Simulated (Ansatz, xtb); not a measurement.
**C2H8OSi (SMILES CC[SiH2]O): methods side by side**

The species is C2H8OSi (12 atoms), meant as a singlet with charge 0. SMILES: `CC[SiH2]O`. Geometry: relaxed at PBE0-D4/def2-TZVP. This is one conformer, not always the lowest.

Each level gives the HOMO–LUMO gap (eV). The values are calculated.

| level | kind | program | value (eV) | CPU time |
| --- | --- | --- | --- | --- |
| GFN2-xTB | semi-empirical | xtb | 6.20 | under 2 s |
| HF/cc-pVDZ | Hartree–Fock | Ansatz | 15.51 | 1.8 s |
| SVWN5/cc-pVDZ | LDA | Ansatz | 6.31 | 2.7 s |
| BLYP/cc-pVDZ | GGA | Ansatz | 6.39 | 3.6 s |
| r2SCAN/cc-pVDZ | meta-GGA | Ansatz | 7.33 | 5.9 s |
| PBE0/cc-pVDZ | global hybrid | Ansatz | 8.83 | 3.7 s |
| CAM-B3LYP/cc-pVDZ | range-separated hybrid | Ansatz | 11.18 | 4.2 s |
| B2PLYP/cc-pVDZ | double hybrid | Ansatz | 11.29 | 5.4 s |

The values span 6.20 to 15.51 eV. Orbital gaps aren't excitation energies, and those of double hybrids come from the SCF part alone; they tend to grow with the share of exact exchange. Times are those of the runs behind each value, whatever else they computed, on shared processors of several kinds: orders of magnitude only.
